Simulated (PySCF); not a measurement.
SMILES Cl[SiH2]/C=[CH]/[Al]([CH3])[CH3] (GFN2-xTB optimised geometry):

```
17

Si    -0.332     0.417     0.000
Cl    -0.937     2.353     0.000
C     -1.020    -0.420    -1.540
C     -1.307    -1.726    -1.664
Al    -2.031    -2.373    -3.405
C     -2.220    -1.043    -4.876
C     -2.534    -4.289    -3.608
H     -0.841    -0.210     1.219
H      1.132     0.417     0.000
H     -1.195     0.215    -2.408
H     -1.132    -2.353    -0.788
H     -1.273    -0.565    -5.150
H     -2.603    -1.520    -5.785
H     -2.913    -0.229    -4.636
H     -2.352    -4.861    -2.691
H     -3.593    -4.422    -3.855
H     -1.974    -4.788    -4.406
```

Method: PBE0/def2-SVP run with PySCF.

Question: What are the frontier orbital energies and the dipole moment?

Answer: HOMO-2 -8.04 eV, HOMO-1 -7.86 eV, HOMO -7.43 eV, LUMO -1.49 eV, LUMO+1 0.45 eV; dipole moment 1.95 D.

On the same geometry PySCF 2.14.0 with PBE/def2-SVP gives HOMO-2 -6.88 eV, HOMO-1 -6.54 eV, HOMO -6.14 eV, LUMO -2.30 eV, LUMO+1 -0.44 eV; dipole moment 1.81 D.

Meta-Löwdin charges at PBE0/def2-SVP: Si1 0.66, Cl2 -0.29, C3 -0.30, C4 -0.34, Al5 0.80, C6 -0.61, C7 -0.61, H8 -0.10, H9 -0.10, H10 0.10, H11 0.10, H12 0.12, H13 0.11, H14 0.12, H15 0.11, H16 0.11, H17 0.11.
